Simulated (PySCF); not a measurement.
CH4Cl2OSi2, SMILES [Si]1(Cl)(Cl)[SiH2]OC1.

Geometry optimised at PBE-D3(BJ)/def2-SVP. The structure was generated by enumeration, and PubChem lists no compound with its InChIKey, so it may never have been made.

Two levels are set side by side: TDDFT-PBE/def2-SVPD (PySCF) and TDDFT-CAM-B3LYP/def2-SVPD (PySCF). Vertical, same geometry. The lowest singlet is HOMO→LUMO 82 %, HOMO→LUMO+2 16 % with PBE and HOMO→LUMO 87 % with the other functional; states are paired by order. Differences are taken from unrounded values.

```
quantity                               TDDFT-CAM-B3LYP
-------------------------------------  ---------------
lowest singlet excitation (eV)                    6.05
lowest triplet excitation (TDA) (eV)              5.34
first bright state (f over 0.05) (eV)             6.48
its oscillator strength                           0.16
```

Q: What does TDDFT-PBE give, and how far is it from TDDFT-CAM-B3LYP? (An estimate is asked for; the answer gives what the named calculation found.)

A: 
```csv
quantity,TDDFT-PBE,TDDFT-PBE minus TDDFT-CAM-B3LYP
lowest singlet excitation (eV),5.27,-0.77
lowest triplet excitation (TDA) (eV),4.79,-0.55
first bright state (f over 0.05) (eV),5.78,-0.70
its oscillator strength,0.05,-0.11
```

A lower first singlet is the usual sign of a functional without exact exchange. Differences between two approximate levels are no errors against the true value.

Rough cost on one machine, each run with all the roots and properties that it gave: TDDFT-CAM-B3LYP against TDDFT-PBE about 7 times.
